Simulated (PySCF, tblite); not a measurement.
Isomers of C7H9 (doublet state). Computed values, GFN2-xTB/tblite, gas phase, harmonic and unscaled. The method is semi-empirical: single wavenumbers can be off by several per cent or more. One conformer each. Open shells enter through the occupations alone, without spin polarisation, and single modes of such species can be off by tens of per cent.

Electronic energies: B3LYP/pcH-1 single points on the GFN2-xTB geometries (PySCF, gas phase).

```tsv
SMILES	electronic energy, lowest = 0 (kJ/mol)
C/[C]=C\CC1=CC1	153.1
C/C=C/CC1=[C]C1	151.0
C=C/C(C)=C1\[CH]C1	0.0
```

How do GFN2-xTB zero-point energies change the relative energies?

| SMILES | ZPE (kJ/mol) | of it from modes above 1550 cm⁻¹ | electronic (kJ/mol) | with ZPE, lowest = 0 (kJ/mol) | lowest mode (cm⁻¹) | rings |
| --- | --- | --- | --- | --- | --- | --- |
| C=C/C(C)=C1\[CH]C1 | 341.7 | 184.5 | 0.0 | 0.0 | 104 | 1 |
| C/C=C/CC1=[C]C1 | 343.3 | 183.9 | 151.0 | 152.6 | 39 | 1 |
| C/[C]=C\CC1=CC1 | 340.3 | 183.7 | 153.1 | 151.7 | 30 | 1 |

The zero-point energies span 3.0 kJ/mol, from `C/[C]=C\CC1=CC1` to `C/C=C/CC1=[C]C1`. The lowest isomer stays, but the order above it changes.

And how do the electronic energies of GFN2-xTB itself compare?

`C=C/C(C)=C1\[CH]C1` 0.0; `C/C=C/CC1=[C]C1` 171.2; `C/[C]=C\CC1=CC1` 156.2 kJ/mol, lowest = 0. Against the energies above, taken from the same isomer `C=C/C(C)=C1\[CH]C1`, the largest difference is 20.2 kJ/mol.

What do entropy and thermal enthalpy add at 298.15 K and 1 bar (rigid rotor, harmonic oscillator, one conformer each)?

```json
{"SMILES": "C=C/C(C)=C1\\[CH]C1", "point group": "Cs", "symmetry number": "1", "S (J/(mol K))": "369.4", "H − H(0) (kJ/mol)": "24.07", "ZPE + H − H(0) − TS (kJ/mol)": "255.6"}
{"SMILES": "C/C=C/CC1=[C]C1", "point group": "C1", "symmetry number": "1", "S (J/(mol K))": "389.8", "H − H(0) (kJ/mol)": "24.89", "ZPE + H − H(0) − TS (kJ/mol)": "252.0"}
{"SMILES": "C/[C]=C\\CC1=CC1", "point group": "C1", "symmetry number": "1", "S (J/(mol K))": "397.3", "H − H(0) (kJ/mol)": "25.31", "ZPE + H − H(0) − TS (kJ/mol)": "247.1"}
```

S holds R ln(2S + 1) for the spin.
